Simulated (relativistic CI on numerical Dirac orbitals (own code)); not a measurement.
# Rh6+: 4s photoemission

Computed with this model: Dirac-Coulomb-Breit CI, KLI orbitals optimised for each configuration, a model potential for QED, multiplet model of photoemission in the sudden approximation, unscaled Slater integrals; configurations [Kr] 4d3 → [Ar] 3d10 4s 4p6 4d3; 300 K; Lorentzian 2 eV and Gaussian 0.6 eV FWHM. Energies are those of the free ion, without screening or charge transfer. The energies are binding energies and can lie tens of eV above those of solids. Without intra-shell correlation the exchange splitting of an s hole comes out too large, often by half or more. S is read from ⟨S²⟩ = S(S + 1).

Field parameters in Wybourne normalisation: Td as Oh with Dq negative (B⁴₀ = 21Dq, B⁴₄ = √(5/14) B⁴₀). The field is a parameter set, without covalency.

free ion: ground-state S = 1.49, centroid 188.33 eV. Peaks (eV, height): 185.0 (100), 194.0 (57).

Td, 10Dq = -17100 cm⁻¹: ground-state S = 1.41, centroid 188.36 eV. Peaks (eV, height): 185.2 (100), 194.0 (52).

Strongest unbroadened transitions for Td, 10Dq = -17100 cm⁻¹:

| Energy (eV) | Relative strength |
| --- | --- |
| 185.13 | 100.0 |
| 185.16 | 61.3 |
| 185.42 | 5.9 |
| 185.44 | 2.9 |
| 188.22 | 14.7 |
| 190.20 | 0.8 |
| 190.97 | 0.3 |
| 191.97 | 0.6 |
| 192.61 | 0.5 |
| 192.64 | 16.9 |
| 193.11 | 1.8 |
| 193.45 | 1.3 |
| 193.71 | 1.2 |
| 193.89 | 1.5 |
| 194.04 | 18.7 |
| 194.11 | 45.4 |
| 194.15 | 10.8 |
| 194.27 | 0.6 |
